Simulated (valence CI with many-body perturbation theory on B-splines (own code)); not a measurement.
**Sensitivity of CI+MBPT for Gd51+**

Computed by valence CI with perturbative core correlation (CI+MBPT): three valence electrons over a frozen Dirac-Fock core [Ne], radial functions for each j: 6 s, 6 p, 5 d, 3 f, 1 g, with the one-electron correlation potential Σ1 (screened to all orders), the two-electron term Σ2, the three-electron term Σ3, Breit, model QED; selected single and double excitations, second order for the rest, scaled by the run's own slope (own B-spline code, finite nucleus).

The last digits are not significant, and no measured levels were compared; by estimate large intervals hold to a few tenths of a per cent, small ones and those within an open d or f shell to about a per cent.

The reference run has the lowest level (3s^2 3p1/2) J=1/2 and an ionisation energy of 4694.67 eV. Its largest variational space holds 2755 state functions.

Levels are named by their leading jj configuration (3d3/2^4 stands for four electrons in 3d with j = 3/2), which in mixed levels can hold well under half, so a name can repeat and another be missing. Letters in brackets count levels of one name in rising energy.

Changed runs:
A. shift of the energy in Σ1 (hartree) 0 → 16.2
B. screening of Σ1 on → off; highest l in the core sums 6 → 7
C. highest l in the core sums 6 → 5
D. box radius (bohr) 1.6209 → 0.42 (bad on purpose)

Excitation energies of the reference run in cm⁻¹, and shifts in cm⁻¹:

```
                     Level  Reference      A        B        C
        (3s 3p1/2^2) J=1/2    1070040    -59      -16      -12
        (3s^2 3p3/2) J=3/2    1475550    +50     +4.2     -0.9
(3s 3p1/2 3p3/2) J=3/2 [a]    2352460    -10      -12      -13
    (3s 3p1/2 3p3/2) J=5/2    2470440   -9.1      -10      -15
(3s 3p1/2 3p3/2) J=3/2 [b]    2620180   -7.0     -1.6      -29
    (3s 3p1/2 3p3/2) J=1/2    2688220    -10      -12      -13
        (3s^2 3d3/2) J=3/2    3036450   +3.7      +42      -98
        (3s^2 3d5/2) J=5/2    3312340    +30      +61     -101
     (3p1/2^2 3p3/2) J=3/2    3685790    -64      -10      -51
(3s 3p1/2 3d3/2) J=3/2 [a]    3796940    -56      +29     -113
    (3s 3p1/2 3d3/2) J=5/2    3883350    -53      +37     -127
        (3s 3p3/2^2) J=5/2    3927850    +39     -5.4      -16
    Ionisation energy (eV)    4694.67  +0.06  +0.0076  +0.0036
```

Run D: It gave no result. The program said: "need at least one array to concatenate".
